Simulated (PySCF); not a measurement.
B(Me)2(PH2) (C₂H₈BP), SMILES CB(C)P.

Geometry optimised at B3LYP-D3(BJ)/def2-SVP. The values are those of a single conformer.

The numbers are results of PySCF with B3LYP-D3(BJ)/def2-SVP, not measurements.

Frequencies are harmonic and unscaled.

Computed harmonic wavenumbers and intensities:
| mode | ν (cm⁻¹) | IR (km/mol) | Raman (Å⁴/amu) | depolarisation | moving atoms (share of kinetic energy) |
|---|---|---|---|---|---|
| 1 | 72 | 1.0 | 0.3 | 0.64 | H 96 % |
| 2 | 116 | 0.4 | 0.9 | 0.67 | H 98 % |
| 3 | 214 | 2.7 | 0.5 | 0.75 | H 48 %, C 27 %, P 16 %, B 9 % |
| 4 | 261 | 0.4 | 1.1 | 0.75 | H 78 %, C 16 % |
| 5 | 281 | 0.3 | 0.6 | 0.51 | C 37 %, H 34 %, P 25 % |
| 6 | 338 | 5.2 | 2.6 | 0.50 | H 54 %, B 41 % |
| 7 | 511 | 19.0 | 4.0 | 0.32 | H 39 %, P 28 %, C 22 %, B 12 % |
| 8 | 569 | 8.9 | 25.3 | 0.38 | H 72 %, C 18 % |
| 9 | 704 | 2.9 | 2.0 | 0.75 | H 81 %, C 17 % |
| 10 | 730 | 15.6 | 10.5 | 0.75 | H 88 % |
| 11 | 821 | 3.0 | 1.5 | 0.74 | H 73 %, C 23 % |
| 12 | 845 | 8.6 | 3.9 | 0.49 | H 50 %, C 34 %, B 15 % |
| 13 | 886 | 5.5 | 4.1 | 0.46 | H 49 %, B 30 %, C 20 % |
| 14 | 1078 | 162.7 | 13.4 | 0.73 | H 57 %, B 32 %, C 10 % |
| 15 | 1126 | 12.1 | 18.0 | 0.75 | H 70 %, B 22 % |
| 16 | 1150 | 21.2 | 0.6 | 0.73 | B 56 %, H 37 % |
| 17 | 1308 | 29.9 | 10.6 | 0.43 | H 77 %, C 22 % |
| 18 | 1324 | 71.2 | 8.4 | 0.75 | H 61 %, C 29 %, B 11 % |
| 19 | 1416 | 2.2 | 14.3 | 0.75 | H 96 % |
| 20 | 1425 | 1.7 | 18.2 | 0.75 | H 94 % |
| 21 | 1445 | 1.9 | 14.3 | 0.75 | H 94 % |
| 22 | 1451 | 6.4 | 6.9 | 0.74 | H 93 % |
| 23 | 2404 | 41.5 | 186.5 | 0.14 | H 97 % |
| 24 | 2422 | 57.0 | 116.8 | 0.74 | H 96 % |
| 25 | 3000 | 1.0 | 73.6 | 0.09 | H 96 % |
| 26 | 3005 | 2.5 | 239.5 | 0.02 | H 96 % |
| 27 | 3068 | 6.4 | 91.6 | 0.50 | H 92 %, C 8 % |
| 28 | 3072 | 19.1 | 101.0 | 0.68 | H 92 %, C 8 % |
| 29 | 3114 | 15.8 | 78.5 | 0.75 | H 91 %, C 9 % |
| 30 | 3117 | 16.7 | 74.9 | 0.73 | H 91 %, C 9 % |
